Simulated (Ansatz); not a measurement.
Isomers of Si₁₈NH₂₈⁺ (singlet), relaxed with PBE-D4/def2-SVP; total energies from Ansatz at PBE0-D4/def2-TZVP.

```
isomer                                                                                                   description  energy (Eh)
     A  point group Cs; 21 × Si–Si 2.35 to 2.36 Å; 3 × N–Si 1.90 to 1.91 Å; 27 × H–Si 1.50 to 1.51 Å; 1 × H–N 1.04 Å  -5280.48833
     B  point group Cs; 21 × Si–Si 2.35 to 2.37 Å; 3 × N–Si 1.89 to 1.93 Å; 27 × H–Si 1.50 to 1.51 Å; 1 × H–N 1.04 Å  -5280.48320
```

Single mean-field runs in def2-TZVP are fitted with def2-universal-jkfit.

**Question.** Work out the relative energies (1 Eh = 2625.5 kJ/mol) and the Boltzmann populations at 1200 K from electronic energies alone (R = 8.314 J/mol/K).

**Answer.** ΔE: A 0.0, B 13.5 kJ/mol. RT = 9.98 kJ/mol. Factors exp(−ΔE/RT): A 1, B 0.259; sum 1.259. Populations: A 79.4 %, B 20.6 %. Zero-point energy, vibrational entropy and symmetry numbers are left out and can shift these; an error of 4 kJ/mol changes a ratio by a factor of 1.5. Over the other density-functional and correlated levels in def2 sets, the gap between A and B ranges from 10 to 21 kJ/mol.
